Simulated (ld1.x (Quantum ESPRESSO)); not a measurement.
## What one change does to a pseudopotential (molybdenum (Mo), TM)

ld1.x (Quantum ESPRESSO) 7.5 input, shortened:

```
&input
   title='Mo', zed=42., rel=0, dft='PBE', iswitch=3,
   config='[Kr] 4d4 5s0 5p0'
 /
 &inputp
   pseudotype=2, tm=.true., lloc=-2, rcloc=3.35,
   nlcc=.false.
 /
3
5S  1  0   0.00   0.00  2.70  2.70  0.0
5P  2  1   0.00   0.00  3.35  3.35  0.0
4D  3  2   4.00   0.00  2.10  2.10  0.0
 &test
   configts(1)='4d4 5s0 5p0'
 /
```

Change: wave 5p (bound): rc 3.35 bohr becomes 5p (bound): rc 2.60 bohr.

Cutoffs: the cutoffs (Ry, on a coarse ladder) from which the occupation-weighted sum of valence levels, in a spherical-Bessel basis at the reference potential, stays within 10 and 1 mRy of its value at 400 Ry; they do not see the model core or the augmentation charge, which bear on the density cutoff. Errors are all-electron minus pseudo energies relative to the spin-unpolarised reference configuration.

Question: Predict the effect on cutoff, ghosts and configuration errors.

Answer: The potential gets neither clearly harder nor softer (40 Ry and 45 Ry → 40 Ry and 45 Ry); of the 7 tests that both files solve, the error grows in 0 and shrinks in 1 by more than 15 % and 0.3 meV (median size 75.3 → 75.3 meV); neither file shows a bound ghost.

| quantity | base | changed |
| --- | --- | --- |
| cutoff, loose | 40 Ry | 40 Ry |
| cutoff, tight | 45 Ry | 45 Ry |
| bound ghosts | none | none |
| error for 4d5 5s1 5p0, meV [ΔE -22.20 eV] | +72 | +72 |
| error for 4d5 5s0 5p0, meV [ΔE -15.68 eV] | -75 | -75 |
| error for 4d3 5s0 5p0, meV [ΔE 27.10 eV] | -98 | -98 |
| error for 4d5 5s0.5 5p0, meV [ΔE -19.64 eV] | -3.5 | -3.5 |
| error for 4d5 5s0 5p1, meV [ΔE -19.35 eV] | +20 | +16 |
| error for 4d4 5s1 5p1, meV [ΔE -18.13 eV] | +169 | +170 |
| error for 4d4 5s2 5p0, meV [ΔE -21.39 eV] | +223 | +223 |
| s: phases at 3.65 bohr within 0.05 rad from the reference energy up to (Ry; the scan ends near 5) | 0.5 | 0.5 |
| p: phases at 3.65 bohr within 0.05 rad from the reference energy up to (Ry; the scan ends near 5) | 0.6 | 0.4 |
| d: phases at 3.65 bohr within 0.05 rad from the reference energy up to (Ry; the scan ends near 5) | -0.6 | -0.6 |
